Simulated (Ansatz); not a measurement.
C2H7BN2Si (`CB[Si]1(N)C=N1`), relaxed with RKS PBE-D4/def2-SVP in Ansatz 0.2.0 from a rough embedded geometry. The force threshold is 0.03 eV/Å; the program also tests the step.

Charge 0, multiplicity 1.

Start:

```xyz
13

C     0.967   -1.729    0.845
B     0.404   -0.242    1.072
Si   -0.580    0.690   -0.339
N     0.275    0.982   -1.920
C    -2.098    1.330   -0.145
N    -1.082    2.202    0.253
H     0.050   -2.361    0.636
H     1.607   -1.709   -0.055
H     1.432   -2.071    1.764
H     0.649    0.313    2.114
H     1.101    1.445   -1.731
H     0.499   -0.005   -2.238
H    -3.224    1.156   -0.256
```

Task: How much energy does the relaxation release, and in how many steps? (An estimate is asked.)

Result: Ansatz gave: 184.88 kJ/mol, in 26 steps, 3 of them rejected.

Task: Which bonds change most? (Best estimate.)

Result: The calculation gave: Si3–N6 from 1.700 to 1.903 Å; Si3–C5 from 1.659 to 1.839 Å; C5–N6 from 1.396 to 1.272 Å; Si3–N4 from 1.821 to 1.739 Å.

Task: Give the relaxed structure. (Best estimate.)

Result: Computed: 
```xyz
13

C     1.178   -1.700    0.937
B     0.187   -0.504    1.129
Si   -0.421    0.690   -0.306
N     0.321    0.620   -1.878
C    -2.057    1.520   -0.193
N    -1.189    2.344    0.237
H     0.643   -2.643    1.200
H     1.613   -1.820   -0.074
H     2.001   -1.641    1.685
H    -0.302   -0.291    2.227
H     1.333    0.765   -1.943
H    -0.149    1.044   -2.681
H    -3.157    1.616   -0.340
```
